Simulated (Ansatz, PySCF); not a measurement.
BI3, SMILES I[B-](I)I, charge -1, multiplicity 2. Atoms are numbered in the order given.

```xyz
4

B      0.0000     0.0000    -0.5621
I      1.8811    -1.0860     0.0197
I      0.0000     2.1721     0.0197
I     -1.8811    -1.0860     0.0197
```
Charge -1, spin multiplicity 2.

The structure is a stationary point at r2SCAN-D4/def2-SVPD. The def2 effective core potentials stand for the cores of I; spin–orbit coupling is left out.

Two levels are set side by side: PBE-D3(BJ)/def2-SVPD (Ansatz, a first-principles code) and r2SCAN-D4/def2-SVPD (Ansatz). Each level has its own optimised geometry; the coordinates shown are those of the second. Frequencies come from the Hessian of PySCF at each geometry. Differences are taken from unrounded values.

```tsv
quantity	r2SCAN-D4
mean bond length (Å)	2.249
bond B1–I2 (Å)	2.249
bond B1–I3 (Å)	2.249
bond B1–I4 (Å)	2.249
highest harmonic wavenumber (cm⁻¹)	519
mean harmonic wavenumber (cm⁻¹)	279
zero-point energy (kcal/mol)	2.39
```

Task: What does PBE-D3(BJ) give, and how far is it from r2SCAN-D4? (Estimate from the structure and the level; the computed values follow.)

Result: 
| quantity | PBE-D3(BJ) | PBE-D3(BJ) minus r2SCAN-D4 |
|---|---|---|
| mean bond length (Å) | 2.250 | 0.002 |
| bond B1–I2 (Å) | 2.250 | 0.002 |
| bond B1–I3 (Å) | 2.250 | 0.002 |
| bond B1–I4 (Å) | 2.250 | 0.002 |
| highest harmonic wavenumber (cm⁻¹) | 515 | -4 |
| mean harmonic wavenumber (cm⁻¹) | 274 | -5 |
| zero-point energy (kcal/mol) | 2.35 | -0.04 |

Here PBE gives about what the other level gives.
